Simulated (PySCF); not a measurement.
Cartesian coordinates in Å; atom numbers follow the order of the lines, from 1:
```xyz
19

C     3.4885    0.1545   -0.3811
C     2.5604    0.1084   -1.3275
C     1.1197    0.1520   -1.0522
O     0.3269    0.1452   -1.9807
Si    0.4237    0.2124    0.7245
N    -1.2713    0.1817    0.4763
Si   -2.3215    0.0658    1.8637
Si   -2.0094    0.2424   -1.1412
H     3.2281    0.2273    0.6608
H     4.5400    0.1233   -0.6160
H     2.8332    0.0379   -2.3743
H     0.8902    1.4512    1.3650
H     0.9163   -0.9653    1.4515
H    -3.0350   -1.2113    1.8339
H    -1.4573    0.1323    3.0434
H    -3.2559    1.1897    1.8669
H    -1.8329   -1.0298   -1.8312
H    -3.4469    0.3068   -0.8040
H    -1.7066    1.5149   -1.7851
```

How the numbers were obtained: GFN2-xTB geometry, GIAO PBE0/pcSseg-1 shieldings, in PySCF (no solvent, a single conformation, non-relativistic Hamiltonian, rapidly exchanging positions averaged).

References, each an isolated molecule treated in the same way: TMS for ¹³C, ¹H, ²⁹Si; H2O for ¹⁷O; ¹⁵N vs NH3.

| atoms | nucleus | count | δ (ppm) |
| --- | --- | --- | --- |
| Si5 | ²⁹Si | 1 | -56.3 |
| H11 | ¹H | 1 | ? |
| Si7/Si8 | ²⁹Si | 2 | -53.7 |
| H12/H13 | ¹H | 2 | 5.34 |
| H14/H15/H16/H17/H18/H19 | ¹H | 6 | 4.88 |
| H10 | ¹H | 1 | 6.94 |
| H9 | ¹H | 1 | 6.48 |
| N6 | ¹⁵N | 1 | -27.2 |
| C2 | ¹³C | 1 | 150.6 |
| C3 | ¹³C | 1 | ? |
| O4 | ¹⁷O | 1 | ? |
| C1 | ¹³C | 1 | ? |

Fill in the missing shifts.

## Answers


- C3: 239.0 ppm, carbonyl carbon
- C1: 144.7 ppm, β carbon of a C=C–C=O unit; conjugation with the carbonyl draws π density from the β position
- H11: 6.79 ppm, hydrogen on an α carbon of a C=C–C=O unit; olefinic region
- O4: 789.5 ppm, carbonyl oxygen

Shifts are as computed. Against solution values, carbons near 30 ppm lie about +3 ppm off and those near 130 ppm about +5 ppm. Of 1211 compounds with measured shifts, 218 miss one by over three times the rms of a fit or turn the order of signals round; such compounds aren't used in these exercises. Unscaled 17O shifts of doubly bonded oxygen tend to come out too high, by tens of ppm or more. Experimental scales use liquid or dissolved standards, which lie at an offset from isolated NH3 (liquid NH3: subtract about 20 ppm) and H2O (liquid H2O: subtract about 36 ppm).
